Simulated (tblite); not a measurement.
Start geometry of `CCC1=C(Cl)N=CS1` from a force field or distance geometry (Å):
```
atom  x, y, z in Å
C1    -1.9221   -0.5172    0.6155
C2    -1.0432   -0.1709   -0.5648
C3     0.3958   -0.0574   -0.0681
S4     1.7939   -1.1562   -0.2250
C5     2.8109   -0.1539    0.6051
N6     2.1388    0.9161    0.9385
C7     0.8828    1.0155    0.6118
Cl8   -0.1190    2.4219    1.0328
H9    -1.9136    0.3770    1.2869
H10   -2.9532   -0.8000    0.3185
H11   -1.4604   -1.3675    1.1560
H12   -1.1165   -0.9864   -1.3227
H13   -1.3767    0.7893   -0.9580
H14    3.8820   -0.3109    0.8315
```

Problem. What comes out of this run: tblite 0.8.0, GFN2-xTB geometry optimisation, gas phase?

Solution. 
```
atom  x, y, z in Å
C1    -1.8921   -0.7280    0.6271
C2    -1.0365   -0.0879   -0.4683
C3     0.3691    0.0835   -0.0156
S4     1.4989   -1.2278    0.0533
C5     2.6817   -0.1311    0.6872
N6     2.2790    1.0762    0.8339
C7     0.9894    1.2100    0.4494
Cl8    0.2442    2.7434    0.5580
H9    -1.8924   -0.1029    1.5170
H10   -2.9158   -0.8432    0.2812
H11   -1.5001   -1.7083    0.8901
H12   -1.0574   -0.7162   -1.3613
H13   -1.4397    0.8940   -0.7235
H14    3.6710   -0.4621    0.9293
```

The energy falls by 16.2 kcal/mol over 89 L-BFGS steps, the largest force on an atom goes from 4.12 to 0.010 eV/Å, and the atoms move by 0.335 Å rms after alignment. The bond that changes most is S4–C5 (thiophene-type sulfur to aromatic CH next to a ring nitrogen), which lengthens by 0.081 Å. Bonds longer at the end by more than 0.005 Å: 4 of 14; shorter: 9. Among the angles that change most is C2–C3–S4, from 131.6° to 122.8°. Among the dihedrals that turn most is H12–C2–C3–S4, from -14° to -44°. Rotational constants go from 1986, 1331, 847.9 to 1760, 1450, 845.4 MHz. The orientation of the end geometry is arbitrary; only internal coordinates are fixed.

The run took 4.8 s wall, 2.0 s CPU on one thread of an Intel Xeon at 2.50 GHz, no GPU, on a shared host.

Its GFN2-xTB frequencies are all real (lowest 26 cm⁻¹). The numbers are those of one conformer.

All values are computed, not measured.
